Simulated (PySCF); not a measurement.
# BeP at PBE0

Level: PBE0. PySCF, no relativity, basis sets Be def2-TZVP, P def2-TZVP.

```json
{"state": "²Π (doublet), unpaired electrons π ↑, a second solution, started from another occupation", "bond length": "1.901 Å", "harmonic wavenumber": "786 cm⁻¹", "force constant": "2.54 mdyn/Å", "rotational constant Be": "0.6681 cm⁻¹", "anharmonicity ωexe": "6.24 cm⁻¹", "vibration–rotation constant αe": "0.00727 cm⁻¹", "energy of the minimum from ground-state Be + P": "-1.33 eV", "bond order (Mayer)": "2.26", "dipole moment (positive dipole means Be(−)P(+))": "-3.92 D"}
```
